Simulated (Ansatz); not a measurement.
Basis-set series for `BN(B)CC=C`. The species carries charge 0 and has multiplicity 1. All single points use the PBE0-D4/def2-TZVP geometry. It is one conformer, not always the lowest.

Z-matrix (Å, degrees):
```
C
C 1 1.495
N 1 1.458 2 114.0
H 1 1.095 2 108.9 3 122.2
H 1 1.095 2 108.8 3 -122.1
C 2 1.325 1 126.3 3 0.2
H 2 1.088 1 114.3 3 -179.8
B 3 1.419 1 119.3 2 -89.7
B 3 1.420 1 119.3 2 89.5
H 6 1.084 2 122.0 1 0.0
H 6 1.083 2 120.9 1 -180.0
H 8 1.197 3 119.1 1 -3.0
H 8 1.193 3 118.9 1 177.6
H 9 1.193 3 118.9 1 -177.6
H 9 1.197 3 119.1 1 3.0
```

```json
{"functional": "PBE0-D4", "basis": "def2-TZVPP", "functions": "312", "energy (Eh)": "-223.99748", "HOMO (eV)": "-7.75", "LUMO (eV)": "-1.27"}
{"functional": "PBE0-D4", "basis": "def2-QZVPP", "functions": "612", "energy (Eh)": "-224.01063", "HOMO (eV)": "-7.75", "LUMO (eV)": "-1.28"}
{"functional": "ωB97M-V", "basis": "def2-TZVPP", "functions": "312", "energy (Eh)": "-224.16403", "HOMO (eV)": "-10.01", "LUMO (eV)": "0.66"}
{"functional": "ωB97M-V", "basis": "def2-QZVPP", "functions": "612", "energy (Eh)": "-224.17643", "HOMO (eV)": "-10.02", "LUMO (eV)": "0.60"}
```

**Question.** Give the rows for def2-SVP. (An estimate is asked.)

**Answer.** Ansatz gave: 
```tsv
functional	basis	functions	energy (Eh)	HOMO (eV)	LUMO (eV)
PBE0-D4	def2-SVP	129	-223.75448	-7.71	-1.19
ωB97M-V	def2-SVP	129	-223.90641	-9.97	0.85
```

Positive LUMOs are unbound and depend on the basis.
